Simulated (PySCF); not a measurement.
Compound: C₆H₉F.
Z-matrix (Å and degrees, PBE0-D3(BJ)/def2-SVP geometry), rows numbered from 1:
```
C 
C   1  1.3305
C   2  1.5137  1  134.40
C   3  1.5489  2   88.92  1  -179.55
C   2  1.5183  1  133.14  3  -178.46
C   5  1.5095  2  114.44  1    61.18
F   6  1.3732  5  110.34  2   171.69
H   1  1.0938  2  121.26  3    -0.34
H   1  1.0939  2  121.41  3  -179.85
H   3  1.1019  2  114.48  1   -62.15
H   3  1.1019  2  114.55  1    62.99
H   4  1.0999  3  115.16  2   117.39
H   4  1.0984  3  114.71  2  -116.21
H   5  1.1035  2  113.92  1   -64.77
H   6  1.1039  5  110.59  2   -67.92
H   6  1.1047  5  110.37  2    51.71
```

Theory: core-valence-separated Tamm–Dancoff BHandHLYP/aug-pcX-1 (pcseg-1 on H) in PySCF, non-relativistic, gas phase, PBE0-D3(BJ)/def2-SVP geometry. No empirical shift is added; at this level the pattern usually sits a few eV under experiment.

Task: What does the C 1s absorption edge look like?

Result: 
```csv
E (eV),f,core hole on,main final orbital,polarisation
282.64,0.0543,C1,LUMO (41 %),normal to the local trigonal plane
282.74,0.0623,C2,LUMO (49 %),normal to the local trigonal plane
285.20,0.0073,C3,LUMO (66 %),–
285.36,0.0074,C5,LUMO (76 %),–
285.53,0.0081,C1,LUMO+1 (51 %),in the local trigonal plane
285.58,0.0135,C4,LUMO (65 %),–
285.73,0.0120,C3,LUMO+1 (38 %),–
285.80,0.0121,C4,LUMO+2 (52 %),–
286.14,0.0285,C1,spread,in the local trigonal plane
286.38,0.0127,C5,spread,–
286.51,0.0120,C3,LUMO+2 (38 %),–
286.61,0.0127,C4,LUMO+3 (31 %),–
286.71,0.0129,C4,spread,–
286.72,0.0023,C2,LUMO+1 (58 %),in the local trigonal plane
286.72,0.0129,C5,LUMO+2 (39 %),–
286.79,0.0160,C3,spread,–
286.81,0.0153,C4,spread,–
286.81,0.0075,C1,LUMO (33 %),normal to the local trigonal plane
286.91,0.0014,C1,LUMO+2 (43 %),mixed
287.01,0.0555,C6,spread,–
287.12,0.0033,C5,LUMO+3 (38 %),–
287.13,0.0112,C2,LUMO+2 (69 %),in the local trigonal plane
287.14,0.0015,C3,spread,–
287.18,0.0024,C5,LUMO+1 (39 %),–
287.29,0.0124,C2,spread,in the local trigonal plane
```

The first line with a tenth or more of the strongest one's intensity is at 282.64 eV (f = 0.054), with the hole on C1 (terminal =CH2 carbon), polarised normal to the local trigonal plane: a 1s→π* resonance. The strongest listed is at 282.74 eV (f = 0.062; C2, 1s→π*).

Task: List the fluorine K-edge absorption lines.

Result: 
```csv
E (eV),f,core hole on,main final orbital
685.44,0.0248,F7,spread
686.38,0.0070,F7,LUMO+3 (44 %)
686.87,0.0017,F7,LUMO+1 (39 %)
687.19,0.0021,F7,LUMO+2 (56 %)
687.37,0.0024,F7,LUMO+4 (44 %)
687.56,0.0058,F7,spread
687.97,0.0003,F7,LUMO+6 (54 %)
```

The first line with a tenth or more of the strongest one's intensity is at 685.44 eV (f = 0.025), with the hole on F7 (alkyl fluorine). It is also the strongest listed.

Roots within 0.03 eV whose holes lie on the same, on equivalent or on shared atoms are summed into one line, and the highest roots are left out, as the search may have cut off their partners. Final orbitals are the ground state's empty Kohn–Sham orbitals. A dash: too weak, shared between unlike atoms, or no plane or axis to refer to.

Task: What are the wavelength and the wavenumber of the 287.01 eV line?

Result: λ = 12398.42 eV Å/287.01 eV = 43.199 Å; 2.3149 × 10⁶ cm⁻¹.

The list ends where the root search ended, not at a threshold.

One conformer stands for the species.
